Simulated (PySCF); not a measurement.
Shapes and spin states of TcH₄

All numbers come from PySCF, PBE0, basis Tc def2-TZVP with ECP28, H def2-TZVP (scalar-relativistic core potentials, no spin–orbit coupling, density fitting).

Relaxations began from a few typed shapes and spin states; open shells are unrestricted. The search is not exhaustive: other isomers or separated fragments can lie lower, and high-lying points may rest on an excited occupation.

| spin | group | bonds | angles | imaginary modes (cm⁻¹) | ΔE (kJ/mol) | ΔE with ZPE (kJ/mol) |
| --- | --- | --- | --- | --- | --- | --- |
| quartet | D2d | H–H 0.955 Å (×2), Tc–H 1.722 Å (×4) | H–H–Tc 73.9° (×4), H–Tc–H 32.2° (×2), H–Tc–H 157.4° (×4) | none | 0.0 | 0.0 |
| doublet | C4v | Tc–H 1.587 Å (×4) | H–Tc–H 71.4° (×4), H–Tc–H 111.3° (×2) | none | 52.2 | 50.1 |
| quartet | C2v | Tc–H 1.585 Å (×2), Tc–H 1.692 Å (×2) | H–Tc–H 64.6°, H–Tc–H 74.4° (×4), H–Tc–H 142.9° | none | 57.5 | 48.4 |
| broken-symmetry Ms = 1/2 (⟨S²⟩ 1.77) | C2v | Tc–H 1.579 Å (×2), Tc–H 1.676 Å (×2) | H–Tc–H 63.1°, H–Tc–H 72.7° (×4), H–Tc–H 139.1° | none | 112.2 | 106.7 |
| broken-symmetry Ms = 1/2 (⟨S²⟩ 2.42) | C2v | H–H 0.833 Å, Tc–H 1.695 Å (×2), Tc–H 1.909 Å (×2) | H–H–Tc 77.4° (×2), H–Tc–H 25.2°, H–Tc–H 100.4° (×2), H–Tc–H 125.6° (×2), H–Tc–H 133.9° | 749i | 212.2 | – |

The lowest minimum found is the quartet D2d: H–H 0.955 Å (×2), Tc–H 1.722 Å (×4); H–H–Tc 73.9° (×4), H–Tc–H 32.2° (×2), H–Tc–H 157.4° (×4).

For the lowest minimum: with open d or f shells other occupations or spin states may lie lower.
